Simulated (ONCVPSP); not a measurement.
## Pseudopotential generation for manganese: ONCV, PBE, scalar-relativistic.

```json
{
 "Element": "manganese (Mn)",
 "Generator": "ONCVPSP 4.0.1",
 "Type": "optimised norm-conserving Vanderbilt (ONCV)",
 "Functional": "PBE",
 "Relativity": "scalar-relativistic",
 "Frozen core": "[Ne]",
 "Valence charge": "15",
 "Reference configuration": "3s2 3p6 3d5 4s1.75 (charge +0.25)",
 "Partial waves": "3s+4s: rc 1.65 bohr, ncon 3, nbas 7, qcut 11 1/bohr, 3 projectors, debl 3.9 Ha; 3p: rc 1.25 bohr, ncon 4, nbas 8, qcut 12.7 1/bohr, 3 projectors, debl 2.9 Ha; 3d: rc 1.45 bohr, ncon 3, nbas 7, qcut 11.2 1/bohr, 1 projector",
 "Local potential": "polynomial inside 0.95 bohr (lpopt 1, dvloc0 6 Ha)",
 "Core correction": "Teter function, fcfact 4.75, rcfact 1.3"
}
```

- Cutoffs needed: 46 Ha and 52 Ha (the cutoffs (Ha) at which the residual kinetic energy of the hardest occupied pseudo-wave falls to 1 and 0.1 mHa per electron)
- Ghost test: no bound ghost flagged; no localised positive-energy state flagged
- Largest excitation error: +0.7 meV (all-electron minus pseudo) for 3s2 3p6 3d5.5 4s1.5, out of 4 test configurations
- rms error of d²Exc/dni dnj: 2.01 mHa without and 1.29 mHa with the model core
